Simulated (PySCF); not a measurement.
**BI and its ions**

PBE0; basis B def2-SVPD, I def2-SVPD with ECP28; scalar-relativistic core potentials; PySCF 2.14. Neutral (UKS): singlet (closed shell), Re = 2.134 Å, ωe = 587 cm⁻¹, De = 3.76 eV, HOMO -7.24 eV, LUMO -2.43 eV.

BI⁺ (UKS): doublet (σ ↑), Re = 1.961 Å, ωe = 815 cm⁻¹, De = 3.43 eV to B⁺ + I. The energies at the minima are -322.41349 hartree for BI and -322.08058 for BI⁺.

(1) Work out the adiabatic ionisation energy, without and with harmonic zero-point energies (1 hartree = 27.2114 eV, 1 eV = 8065.5 cm⁻¹), and the change of the bond length.

BI⁻ (UKS): doublet (π ↑), Re = 2.383 Å, ωe = 332 cm⁻¹, De = 1.16 eV to B + I⁻. The energies at the minima are -322.41349 hartree for BI and -322.43945 for BI⁻.

(2) Work out the adiabatic electron affinity, without and with harmonic zero-point energies (1 hartree = 27.2114 eV, 1 eV = 8065.5 cm⁻¹), and the change of the bond length.

Spin–orbit coupling is left out, which matters for elements this heavy, above all for dissociation energies. For an ion De counts to the pair picked by the measured ionisation energies or electron affinities, which need not be the lowest pair at this level. The highest Kohn–Sham level is positive in this anion. Much of that is self-interaction error, but it also means that the finite basis helps to hold the extra electron. States were picked by a PBE0 search and need not be the measured ground states.

## Answers

(1) At PBE0: 0.33291 hartree = 9.059 eV between the minima; the zero-point term (815.0 − 587.0)/2 cm⁻¹ = +0.014 eV makes it 9.073 eV. Re changes by -17.3 pm against the neutral. Minus the HOMO energy is 7.24 eV, -1.82 eV from the value between the minima; self-interaction puts the Kohn–Sham level too high, less so with exact exchange. The electron leaves a σ orbital, and the shorter bond of the ion fits an antibonding orbital, or a change in how ionic the bond is.

(2) At PBE0: 0.02596 hartree = 0.706 eV between the minima; the zero-point term (587.0 − 332.0)/2 cm⁻¹ = +0.016 eV makes it 0.722 eV. Re changes by +24.9 pm against the neutral. The electron enters a π orbital, and the ion is left as a loose complex of an ion and an atom.
